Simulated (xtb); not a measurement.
Mo(NH)(S)(Cl)(NH2) (ClH3MoN2S), SMILES [NH]=[Mo]([NH2])([Cl])=[S], multiplicity 1. All values are semi-empirical tight-binding results from xtb (GFN2-xTB unless named), good for trends rather than for accurate numbers. Coordinates come from a GFN2-xTB optimisation. The spin state was assumed, not searched. The structure was generated by enumeration; whether it is a known compound was not checked. The values are those of a single conformer.

Optimised geometry:

Bonded distances (Å): Mo1–N2 1.731, Mo1–S4 2.152, Mo1–Cl5 2.176, Mo1–N6 1.905, N2–H3 1.013, N6–H7 1.021, N6–H8 1.023. Angles (°): N2–Mo1–S4 111.9, N2–Mo1–Cl5 112.4, N2–Mo1–N6 108.0, S4–Mo1–Cl5 107.7, S4–Mo1–N6 105.4, Cl5–Mo1–N6 111.4, Mo1–N2–H3 173.1, Mo1–N6–H7 128.8, Mo1–N6–H8 123.0, H7–N6–H8 107.9.

For metal compounds this method's bond lengths and energies can be far off.

The orbital gap is 2.49 eV. The zero-point energy is 24.8 kcal/mol. The G − E(el) at 298.15 K (modified RRHO) is 3.9 kcal/mol.

Computed atomic charges and the Wiberg bond orders between heavy atoms:
charges (e) Mo1 0.65, N2 -0.42, H3 0.21, S4 -0.34, Cl5 -0.15, N6 -0.37, H7 0.21, H8 0.21. Bond orders Mo1–N2 2.25, Mo1–S4 2.14, Mo1–Cl5 1.22, Mo1–N6 1.35.
